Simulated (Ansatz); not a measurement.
Consider the redistribution: `O[Si](O)(F)[SiH3]` + `SB(Cl)Cl` → `O[Si](F)([SiH3])Cl` + `OB(S)Cl`.

Calculated with Ansatz (gas phase, PBE0-D4/def2-TZVP geometries, no zero-point term in ΔE). CCSD(T)/CBS adds triple-zeta CCSD(T) − MP2 to the extrapolated MP2 energy (def2 sets, frozen cores). Functionals use def2-TZVPP. One conformer a species, not always the lowest.

`O[Si](O)(F)[SiH3]`:

```xyz
10

O    -1.540    0.874    0.794
Si   -0.569   -0.333    0.267
O    -1.328   -1.079   -0.960
F    -0.358   -1.331    1.502
Si    1.532    0.350   -0.481
H    -1.419    1.194    1.689
H    -2.280   -1.192   -0.907
H     2.245    1.036    0.630
H     2.336   -0.819   -0.920
H     1.381    1.301   -1.613
```

`SB(Cl)Cl`:

Cartesian coordinates in Å:
```
S -0.595 -0.116 1.279
B 0.308 0.281 -0.211
Cl 1.383 1.656 -0.161
Cl 0.152 -0.643 -1.685
H -1.247 -1.178 0.778
```

`O[Si](F)([SiH3])Cl`:

```xyz
9

O     1.607   -1.079   -0.024
Si    0.725    0.242   -0.362
F     0.769    0.541   -1.927
Si   -1.466   -0.091    0.355
Cl    1.565    1.893    0.523
H     2.564   -1.041   -0.090
H    -1.462   -0.276    1.828
H    -2.269    1.105    0.000
H    -2.034   -1.294   -0.305
```

`OB(S)Cl`:

Z-matrix (Å, degrees):
```
B
S 1 1.800
Cl 1 1.770 2 117.6
O 1 1.348 2 121.5 3 180.0
H 2 1.344 1 94.9 3 -180.0
H 4 0.962 1 113.2 2 -180.0
```

```tsv
level	ΔE (eV)
ωB97X-V	-0.45
HF/def2-SVP	-0.62
```

**Question.** What does CCSD(T)/CBS give? (Best estimate.)

**Answer.** The calculation gave: -0.41 eV. The listed levels differ from it by -0.04, -0.21 eV.

Largest T1 diagnostic among the species: 0.013.

At CCSD(T), def2-SVP lies −0.11 eV from the extrapolated value and def2-TZVPP +0.01 eV. Leaving LDA and LC-ωPBE aside and taking each functional with its dispersion term where it has one, the values, not all of them listed here, spread over 0.04 eV, from BHLYP-D4 to B2PLYP. In def2-TZVPP, CCSD(T) changes the Hartree–Fock value by +0.09 eV (the triples alone add +0.01 eV) and MP2 by +0.11 eV.
